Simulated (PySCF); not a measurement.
Se(SiH3)(OSiH3), SMILES [SiH3]O[Se][SiH3] (PBE0/def2-SVP optimised geometry):

```
10

Se     1.541    -1.528    -0.026
Si     2.141    -1.447     2.182
H      3.020    -0.272     2.445
H      2.884    -2.722     2.414
H      0.933    -1.376     3.053
O      0.679     0.090     0.000
Si    -1.004     0.090     0.000
H     -1.541    -0.591    -1.216
H     -1.396     1.528     0.000
H     -1.539    -0.594     1.217
```

Computed with PBE0/def2-TZVP (PySCF).

### Question
What are the frontier orbital energies and the dipole moment?

### Answer
HOMO-2 -9.41 eV, HOMO-1 -8.20 eV, HOMO -6.89 eV, LUMO -1.83 eV, LUMO+1 -0.20 eV; dipole moment 1.16 D.

On the same geometry PBE/def2-TZVP (PySCF) gives HOMO-2 -8.05 eV, HOMO-1 -6.87 eV, HOMO -5.70 eV, LUMO -2.80 eV, LUMO+1 -1.05 eV; dipole moment 1.02 D.

Meta-Löwdin charges at PBE0/def2-TZVP: Se1 0.18, Si2 0.38, H3 -0.07, H4 -0.07, H5 -0.08, O6 -0.75, Si7 0.72, H8 -0.11, H9 -0.09, H10 -0.11.
